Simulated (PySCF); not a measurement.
Start geometry of `CCB(C)CC` (BEt2Me) from GFN2-xTB (Å):
```
atom  x, y, z in Å
B1    -0.1072   -0.3846    0.0255
C2     1.4004   -0.3377   -0.0525
C3     1.9343   -0.2817    1.3527
H4     1.9103    0.5433   -0.6025
H5     1.8006   -1.2397   -0.5655
H6     3.0710   -0.2507    1.3458
H7     1.6841    0.6127    1.8990
H8     1.7192   -1.1262    1.9345
C9    -0.9422    1.0946    0.1120
C10   -1.3784    1.4575   -1.3407
H11   -0.3430    1.8789    0.4714
H12   -1.8176    1.0369    0.6941
H13   -1.9832    2.4467   -1.3967
H14   -0.5528    1.5644   -1.9996
H15   -2.0416    0.6738   -1.7868
C16   -0.9617   -1.6266    0.0252
H17   -2.0147   -1.5415    0.2173
H18   -0.5618   -2.3663    0.7228
H19   -0.8784   -2.1602   -0.9715
```

Q: What comes out of this run: PBE0-D3(BJ)/def2-SVP geometry optimisation, gas phase (PySCF)?

A: 
```
atom  x, y, z in Å
B1    -0.168   -0.308    0.018
C2     1.409   -0.334   -0.071
C3     1.972   -0.249    1.356
H4     1.781    0.529   -0.651
H5     1.788   -1.248   -0.558
H6     3.074   -0.227    1.359
H7     1.627    0.659    1.876
H8     1.663   -1.112    1.968
C9    -0.914    1.079    0.096
C10   -1.373    1.441   -1.326
H11   -0.261    1.881    0.479
H12   -1.798    1.028    0.754
H13   -1.908    2.404   -1.349
H14   -0.521    1.527   -2.019
H15   -2.054    0.680   -1.740
C16   -0.969   -1.663   -0.005
H17   -2.046   -1.582    0.200
H18   -0.524   -2.386    0.701
H19   -0.841   -2.126   -1.001
```

The energy falls by 70.8 kJ/mol over 6 energy and gradient evaluations, the largest force component goes from 0.0753 to 3.9e-04 Eh/bohr, and the atoms move by 0.065 Å rms after alignment. The bond that changes most is B1–C9 (ends: boron bonded to 3 C; carbon bonded to B, C and 2 H), which shortens by 0.124 Å. Bonds longer at the end by more than 0.005 Å: 10 of 18; shorter: 8. Among the angles that change most is B1–C2–H4, from 119.2° to 110.7°. Rotational constants go from 4459, 2134, 1708 to 4388, 2157, 1710 MHz. The orientation of the end geometry is arbitrary; only internal coordinates are fixed.

The run used 149 basis functions and 36 SCF cycles in all. The run took 57 s wall on one thread of an Intel Xeon, on a shared host, and the process peaked at 0.59 GiB of memory.

No PBE0-D3(BJ)/def2-SVP frequencies stand behind this structure, so it isn't proved a minimum. The numbers are those of one conformer.
